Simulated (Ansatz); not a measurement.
A made-up structure of H$_{2}$Se$_{2}$, singlet:

Se1  (0.502, -1.120, 0.331)
Se2  (0.480, 1.177, -0.023)
H3  (-0.794, -1.194, 1.026)
H4  (1.392, -2.231, -0.173)
(Å)

It is relaxed with PBE-D4/def2-SVP and then PBE0-D4/def2-TZVP (Ansatz 0.2.0). Atoms count as bonded within 1.22 times the sum of their covalent radii (H–H: 0.88 Å). The end point is not checked to be a true minimum.

Task: Does its bonding change? (Judge from chemistry; the calculation decides.)

Result: By the calculation: No: no bond forms or breaks.

Where it ends: The first stage lowers the energy by 1.86 eV in 9 steps. It ends as H₂Se₂ ([Se][SeH2]):
```xyz
4
angstrom
Se 0.6933 -0.9523 0.8130
Se 0.5539 1.0377 -0.2422
H -0.6955 -1.5014 0.8346
H 1.0295 -1.9525 -0.2441
```

Labels in which every atom is bracketed show which atoms are joined, not bond orders.

For scale, one of the runs: PBE0-D4/def2-TZVP relaxation, 108 basis functions, launched by `ansatz run in.yaml --threads 2 --pin off --events-out ev --progress --plain --max-ram 4352MiB`. Hardware: 2 CPU threads of an Arm Neoverse V2, shared host. Wall time about 12 s.
